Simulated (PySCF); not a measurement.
SMILES O=CC1=CC=C([SiH3])B1, C$_{5}$H$_{7}$BOSi

Geometry (Å), atoms numbered from 1 in this order:
```xyz
15

O    -3.445    0.941   -0.970
C    -2.981    0.159   -0.176
C    -1.550   -0.039    0.058
C    -1.052   -0.923    0.952
C     0.443   -0.906    0.976
C     0.973   -0.015    0.104
Si    2.791    0.297   -0.149
B    -0.286    0.651   -0.612
H    -3.654   -0.484    0.453
H    -1.645   -1.585    1.595
H     1.008   -1.565    1.647
H     3.171    0.042   -1.573
H     3.593   -0.599    0.741
H     3.123    1.721    0.163
H    -0.280    1.483   -1.482
```

Level of theory: PySCF 2.14.0, quadratic response CAM-B3LYP/aug-cc-pVDZ first hyperpolarisability, Taylor convention, gas phase. Geometry: PBE0-D3(BJ)/def2-SVP.

Give the tensor of the static β(0;0,0) in the axes of these coordinates.

In au, Taylor convention; rows are the first index (the induced dipole):
```tsv
	xx	yy	zz	xy	xz	yz
x	+371.8	-15.8	-14.8	-8.1	+20.9	-23.2
y	-8.1	+34.8	+22.4	-15.8	-23.2	-25.7
z	+20.9	-25.7	-33.6	-23.2	-14.8	+22.4
```
Norm of βᵢ = ⅓ Σⱼ (βᵢⱼⱼ + βⱼᵢⱼ + βⱼⱼᵢ): 346.8 au, hyper-Rayleigh value 153.2 au.
